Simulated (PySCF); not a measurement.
# Field gradients at the hydrogen positions

C₅H₁₀F₂Si.
SMILES with atom numbers: `[F:1][C@@H:2]1[CH2:3][CH2:4][CH2:5][CH2:6][Si@@H:7]1[F:8]` (hydrogens: H9 on C2; H10, H11 on C3; H12, H13 on C4; H14, H15 on C5; H16, H17 on C6; H18 on Si7)

Geometry (GFN2-xTB, Å), atoms numbered from 1 in this order:
```
atom  x, y, z in Å
F1    -0.7102    1.2162    1.9083
C2    -0.6997    1.3709    0.5236
C3    -1.5191    0.2430   -0.0967
C4    -0.9046   -1.1342    0.1568
C5     0.4069   -1.3740   -0.5890
C6     1.5571   -0.5177   -0.0504
Si7    1.1072    1.3166   -0.1121
F8     2.0606    2.1778    0.8624
H9    -1.1961    2.3321    0.3452
H10   -1.5963    0.4300   -1.1699
H11   -2.5264    0.2629    0.3266
H12   -1.6263   -1.8953   -0.1485
H13   -0.7367   -1.2498    1.2297
H14    0.6732   -2.4299   -0.4963
H15    0.2617   -1.1638   -1.6515
H16    2.4639   -0.7295   -0.6185
H17    1.7624   -0.8119    0.9821
H18    1.2137    1.9631   -1.4135
```

Level: PBE0/pcSseg-1 (PySCF, non-relativistic); Q(2H) = 0.00286 b; rigid geometry, the same for H and D, with no vibrational averaging.

Problem. Rank these positions by the coupling χzz of a deuteron there, largest first.
A. H13 (methylene hydrogen)
B. H18 (Si–H hydrogen)
C. H9 (methine hydrogen)
D. H16 (methylene hydrogen)
E. H17 (methylene hydrogen)

Solution. D (211 kHz), E (206 kHz), A (202 kHz), C (195 kHz), B (110 kHz).

Problem. Give the electric field gradient Vzz (the principal value of largest size), its asymmetry and the 2H coupling at each hydrogen.

Solution. 
```json
{"atom": "H9", "bonded to": "C2", "bond length (Å)": "1.097", "Vzz (au)": "0.2904", "η": "0.09", "χzz (kHz)": "195"}
{"atom": "H10", "bonded to": "C3", "bond length (Å)": "1.092", "Vzz (au)": "0.3036", "η": "0.02", "χzz (kHz)": "204"}
{"atom": "H11", "bonded to": "C3", "bond length (Å)": "1.093", "Vzz (au)": "0.3014", "η": "0.03", "χzz (kHz)": "203"}
{"atom": "H12", "bonded to": "C4", "bond length (Å)": "1.092", "Vzz (au)": "0.3040", "η": "0.03", "χzz (kHz)": "204"}
{"atom": "H13", "bonded to": "C4", "bond length (Å)": "1.092", "Vzz (au)": "0.3000", "η": "0.02", "χzz (kHz)": "202"}
{"atom": "H14", "bonded to": "C5", "bond length (Å)": "1.093", "Vzz (au)": "0.3024", "η": "0.02", "χzz (kHz)": "203"}
{"atom": "H15", "bonded to": "C5", "bond length (Å)": "1.093", "Vzz (au)": "0.3023", "η": "0.01", "χzz (kHz)": "203"}
{"atom": "H16", "bonded to": "C6", "bond length (Å)": "1.091", "Vzz (au)": "0.3133", "η": "0.02", "χzz (kHz)": "211"}
{"atom": "H17", "bonded to": "C6", "bond length (Å)": "1.093", "Vzz (au)": "0.3070", "η": "0.03", "χzz (kHz)": "206"}
{"atom": "H18", "bonded to": "Si7", "bond length (Å)": "1.457", "Vzz (au)": "0.1642", "η": "0.02", "χzz (kHz)": "110"}
```

Problem. Average by the element that carries the hydrogen.

Solution. on C: 203 kHz over 9 positions, mean bond length 1.093 Å; on Si: 110 kHz over 1 position, mean bond length 1.457 Å.

Geometry: GFN2-xTB, one conformer, isolated molecule. GFN2-xTB bond lengths can be off by several hundredths of an ångström, more for odd bonds, and the gradients follow them. These gradients aren't converged with respect to the basis.
